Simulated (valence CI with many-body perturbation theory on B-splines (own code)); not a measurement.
# Tl41+: what the settings do

Computed by relativistic CI+MBPT: four valence electrons over a frozen Dirac-Fock core [Kr], radial functions for each j: 6 s, 6 p, 5 d, 5 f, 1 g, with the one-electron correlation potential Σ1 (screened to all orders), the two-electron term Σ2, the three-electron term Σ3, Breit, model QED; selected single and double excitations, second order for the rest, scaled by the run's own slope (own B-spline code, finite nucleus).

The last digits are not significant, and no measured levels were compared; by estimate large intervals hold to a few tenths of a per cent, small ones and those within an open d or f shell to about a per cent. Only levels of the ground parity were solved; by the run's estimate the other parity begins above the list, which can be wrong where configurations are misplaced.

The reference run has the lowest level (4d3/2^4) J=0 and an ionisation energy of 2015.20 eV. Its largest variational space holds 8869 state functions.

Levels are named by their leading jj configuration (3d3/2^4 stands for four electrons in 3d with j = 3/2), which in mixed levels can hold well under half, so a name can repeat and another be missing. Letters in brackets count levels of one name in rising energy.

Changed runs:
A. natural orbitals for correlation on → off; Breit term on → off; QED terms on → off
B. scale of Σ1 1 → 0; scale of Σ2 1 → 0; three-electron term on → off; Breit term on → off; QED terms on → off
C. scale of Σ2 1 → 0.8
D. size limit of the variational space 10000 → 300; second order for the rest on → off (bad on purpose)

Excitation energies of the reference run in cm⁻¹, and shifts in cm⁻¹:

| Level | Reference | A | B | C | D |
| --- | --- | --- | --- | --- | --- |
| (4d3/2^3 4d5/2) J=1 | 205231 | +3533 | +1810 | -96 | +1348 |
| (4d3/2^3 4d5/2) J=4 | 251180 | +5394 | +7298 | +505 | +2412 |
| (4d3/2^3 4d5/2) J=2 | 257918 | +4757 | +5171 | +301 | +2283 |
| (4d3/2^3 4d5/2) J=3 | 269802 | +4934 | +6833 | +523 | +2000 |
| (4d3/2^2 4d5/2^2) J=0 [a] | 442767 | +7186 | +4239 | -293 | +118 |
| (4d3/2^2 4d5/2^2) J=2 [a] | 444996 | +7545 | +5508 | +1.4 | +1645 |
| (4d3/2^2 4d5/2^2) J=4 [a] | 455231 | +8707 | +7964 | +232 | +1801 |
| (4d3/2^2 4d5/2^2) J=3 [a] | 459517 | +8152 | +7901 | +269 | +1837 |
| (4d3/2^2 4d5/2^2) J=5 | 476643 | +9572 | +11459 | +679 | +1796 |
| (4d3/2^2 4d5/2^2) J=6 | 489775 | +10636 | +13626 | +932 | +1167 |
| (4d3/2^2 4d5/2^2) J=1 | 490337 | +8289 | +7665 | +233 | +1830 |
| (4d3/2^2 4d5/2^2) J=3 [b] | 503144 | +9024 | +10721 | +625 | +2181 |
| Ionisation energy (eV) | 2015.20 | +1.26 | -4.01 | -0.50 | -0.016 |
